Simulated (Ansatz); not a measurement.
**How methods differ on GeF2 (SMILES [F][Ge][F])**

GeF2 has 3 atoms, charge 0, and is taken as a singlet. SMILES: `[F][Ge][F]`. The shape is that of a PBE0-D4/def2-TZVP optimisation.

```
atom    x (Å)    y (Å)    z (Å)
   F  -0.6759  -1.1018  -0.4975
  Ge   0.6375  -0.2952   0.3202
   F   0.0276   1.3321   0.1641
```

Quantity: the energy change with the F1–Ge2 bond stretched from 1.745 to 2.181 Å, in eV. The values are calculated.

| level | kind | program | value (eV) | less FCI/STO-3G |
| --- | --- | --- | --- | --- |
| r2SCAN0/STO-3G (restricted) | hybrid meta-GGA | Ansatz | 2.12 | +0.45 |
| CAM-B3LYP/STO-3G (restricted) | range-separated hybrid | Ansatz | 2.21 | +0.54 |
| HSE06/STO-3G (restricted) | range-separated hybrid | Ansatz | 2.02 | +0.35 |
| wB97X/STO-3G (restricted) | range-separated hybrid | Ansatz | 2.19 | +0.52 |
| B2PLYP/STO-3G (restricted) | double hybrid | Ansatz | 2.02 | +0.35 |
| MP2/STO-3G (restricted) | perturbation theory | Ansatz | 2.11 | +0.44 |
| BCCD(T)/STO-3G (restricted) | coupled cluster or CI | Ansatz | 1.78 | +0.11 |
| CCSDT/STO-3G (restricted) | coupled cluster or CI | Ansatz | 1.69 | +0.02 |
| FCI/STO-3G | exact in the basis | Ansatz | 1.67 | 0.00 |

FCI/STO-3G is exact within its basis and frozen core, so for wave-function methods in that basis the difference is their error; functionals converge differently with the basis, so for them it is only a difference. All-electron rows without a relativistic Hamiltonian named are non-relativistic. The first shape isn't each level's own minimum. The values span 1.67 to 2.21 eV. All rows use very small basis sets, so none should be taken for the real molecule's value. In the correlated wave-function rows the outer d shell of Ge is correlated, in sets not made for it.
